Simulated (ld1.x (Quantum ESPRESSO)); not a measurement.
# Be: one change to an RRKJ potential, before and after

* Element: beryllium (Be)
* Generator: ld1.x (Quantum ESPRESSO) 7.5
* Type: norm-conserving RRKJ (Kleinman–Bylander form)
* Functional: PBE
* Relativity: scalar-relativistic
* Frozen core: [He]
* Valence charge: 2
* Reference configuration: 2s1.75 2p0.25
* Partial waves: 2s (bound): rc 2.15 bohr; 2p (bound): rc 2.60 bohr
* Local potential: all-electron potential smoothed inside 2.10 bohr (lloc = -2)
* Core correction: a·sin(br)/r model core inside 2.20 bohr
* rho0: 0.005

Change: all radii but the core radius scaled by about 1.37 (s 2.94, p 3.56 bohr); local potential all-electron potential smoothed inside 2.88 bohr (lloc = -2).

Cutoffs: the cutoffs (Ry, on a coarse ladder) from which the occupation-weighted sum of valence levels, in a spherical-Bessel basis at the reference potential, stays within 10 and 1 mRy of its value at 400 Ry; they do not see the model core or the augmentation charge, which bear on the density cutoff. Errors are all-electron minus pseudo energies relative to the spin-unpolarised reference configuration.

Task: Predict the effect on cutoff, ghosts and configuration errors.

Result: The potential gets softer (12 Ry and 18 Ry → 10 Ry and 15 Ry); a bound ghost appears in s, which as a rule spoils a file; of the 6 tests that both files solve, the error grows in 4 and shrinks in 2 by more than 15 % and 0.3 meV (median size 8.8 → 6.1 meV). A larger radius leaves more room for a smooth pseudo-wave, so fewer plane waves are needed.

```csv
quantity,base,changed
"cutoff, loose",12 Ry,10 Ry
"cutoff, tight",18 Ry,15 Ry
loose cutoff by channel (10 mRy a level),"s 10 Ry, p 8 Ry","s 10 Ry, p 6 Ry"
bound ghosts,none,s
"error for 2s2 2p0, meV [ΔE -0.90 eV]",-0.2,-0.8
"error for 2s1 2p0, meV [ΔE 8.65 eV]",+15,-4.3
"error for 2s1.5 2p0, meV [ΔE 2.86 eV]",+2.9,-1.7
"error for 2s0 2p2, meV [ΔE 6.35 eV]",-16,-46
"error for 2s0 2p1, meV [ΔE 12.56 eV]",-39,-95
"error for 2s1 2p1, meV [ΔE 2.71 eV]",-2.3,-7.9
```

 A true bound ghost makes a file unfit for plane-wave use even where its test errors are small: the radial tests pick states by their node count and pass the ghost by.
